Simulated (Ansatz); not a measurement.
Program: Ansatz 0.2.0.

`Cl[SiH2][GeH2][Cl]` at its PBE0-D4/def2-TZVP geometry, where that method's forces vanish. Charge 0, multiplicity 1.

| atom | x (Å) | y (Å) | z (Å) |
| --- | --- | --- | --- |
| Cl1 | 0.982 | 1.217 | 2.224 |
| Si2 | 1.045 | 0.524 | 0.285 |
| Ge3 | -1.042 | -0.501 | -0.223 |
| Cl4 | -0.849 | -1.173 | -2.275 |
| H5 | 1.289 | 1.672 | -0.620 |
| H6 | 2.145 | -0.462 | 0.171 |
| H7 | -2.231 | 0.470 | -0.186 |
| H8 | -1.340 | -1.747 | 0.624 |

Q: For each bond, give half the difference of the two atoms' forces along it (eV/Å; positive pushes the atoms apart) under PBE-D4, r2SCAN-D4, B3LYP-D4, ωB97M-V in def2-TZVPP. (Best estimate.)

A: The calculation gave: 
| bond | length (Å) | PBE-D4 | r2SCAN-D4 | B3LYP-D4 | ωB97M-V |
| --- | --- | --- | --- | --- | --- |
| Cl1–Si2 | 2.060 | 0.19 | 0.05 | 0.23 | 0.13 |
| Si2–Ge3 | 2.381 | -0.10 | -0.02 | 0.04 | -0.01 |
| Si2–H5 | 1.482 | 0.08 | -0.02 | -0.13 | -0.14 |
| Si2–H6 | 1.482 | 0.08 | -0.02 | -0.13 | -0.14 |
| Ge3–Cl4 | 2.168 | 0.23 | 0.06 | 0.30 | 0.10 |
| Ge3–H7 | 1.535 | 0.09 | -0.03 | -0.04 | -0.09 |
| Ge3–H8 | 1.535 | 0.09 | -0.03 | -0.04 | -0.09 |

B3LYP here is the variant with VWN-RPA as its local correlation; programs differ in this.
